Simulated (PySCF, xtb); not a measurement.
ZrF4, SMILES [F][Zr]([F])([F])[F], multiplicity 1.

Harmonic wavenumbers (cm⁻¹) from xtb 6.7.1 with GFN2-xTB at its own minimum, in rising order: 152, 152, 156, 156, 156, 518, 575, 575, 575.

### Question
What does B3LYP-D3(BJ)/def2-SVP (PySCF 2.14.0) give at its own minimum? (Estimate from the structure and the level; the computed values follow.)

### Answer
157, 157, 169, 169, 169, 680, 704, 704, 704. Paired by order, the mean absolute difference is 66 cm⁻¹ and the zero-point energies are 4.3 and 5.2 kcal/mol.
